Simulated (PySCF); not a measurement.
C₃H₉BO. Atoms are numbered in the order given.

```xyz
14

B     -0.5494     0.9412     0.4995
H     -1.5143     1.1343     1.2060
O      0.3454     1.9550     0.4528
H      1.1053     1.7648    -0.1154
C     -0.3854    -0.4140    -0.3052
C     -0.5735    -1.6268     0.6244
C      0.9111    -0.5172    -1.1190
H     -1.2407    -0.4150    -1.0134
H     -0.5734    -2.5736     0.0584
H      0.2410    -1.6911     1.3664
H     -1.5216    -1.5671     1.1815
H      1.0231     0.3180    -1.8326
H      0.9522    -1.4470    -1.7101
H      1.7994    -0.5208    -0.4619
```

Coordinates come from a B3LYP-D3(BJ)/def2-SVP optimisation. This is a generated structure with no PubChem entry under its InChIKey; it may be hypothetical. One conformer was computed; it need not be the lowest.

Calculation: PBE/pcSseg-1 run with PySCF.

GIAO shieldings, no solvent; atoms listed in one row are averaged. δ = σ(ref) − σ: ¹¹B against BF3 (σ = 83.9 ppm); ¹H against TMS (σ = 31.49 ppm); ¹⁷O against H2O (σ = 334.3 ppm); ¹³C against TMS (σ = 182.0 ppm), references at their B3LYP-D3(BJ)/def2-TZVP geometries, non-relativistic.

Computed chemical shifts:
```csv
nucleus,atoms,count,δ (ppm)
¹¹B,B1,1,38.1
¹H,H4,1,6.24
¹H,H2,1,5.59
¹H,"H9, H10, H11",3,1.36
¹H,H8,1,1.25
¹H,"H12, H13, H14",3,1.16
¹⁷O,O3,1,203.9
¹³C,C5,1,27.7
¹³C,C6,1,20.5
¹³C,C7,1,17.0
```
